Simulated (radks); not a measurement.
Results of a calculation; reference values are marked as such.
Task: Numerical settings for the hafnium ion Hf+, [Xe] 4f14 5d1 6s2. Code: a radial shooting solver on a logarithmic mesh with Libxc functionals. Model: scalar-relativistic Kohn-Sham, SCAN, spin-polarised, spherical densities, finite nucleus; open shells are filled with parallel spins first (spin-orbit coupling, left out, can overturn this in heavy ions); meta-GGA in the generalised Kohn-Sham scheme; Fermi nuclear charge, rms radius 5.347 fm. The defaults (mesh step 0.008 in ln r, mesh end at 40 bohr or more with all orbitals vanishing there, Anderson mixing 0.5 over 9 steps, residual threshold near 1e-9 with the energy settled to 1e-9 hartree or 1e-11 of itself, here a cap of 65 iterations) give E = -15078.190 hartree and 5d at -11.104 eV in 41 iterations. Run on one thread of a shared host, so times are rough (Arm Neoverse V2): 0.62 s of CPU time, 0.62 s wall, 41 iterations on 2360 mesh points. One setting is changed at a time: mesh step in ln r 0.2; mesh step in ln r 0.005; mesh step in ln r 0.003; mesh end (bohr) 1; mesh end (bohr) 20; residual threshold 0.01; residual threshold 1e-16; mixing 1.5; linear mixing, mixing 0.8; linear mixing, mixing 0.5; mixing history 20; iteration cap 3. Which runs fail to converge, and which converge to a wrong energy?

Result: Not converged within the cap: mesh step in ln r 0.2; mesh step in ln r 0.003; residual threshold 1e-16; mixing 1.5; linear mixing, mixing 0.8; mixing history 20; iteration cap 3. Settled on a wrong energy, with an occupied level pushed above zero by the early mesh end: mesh end (bohr) 1 (+291 hartree). Apart from these: no run marked as converged misses the energy by more than 1 mhartree.
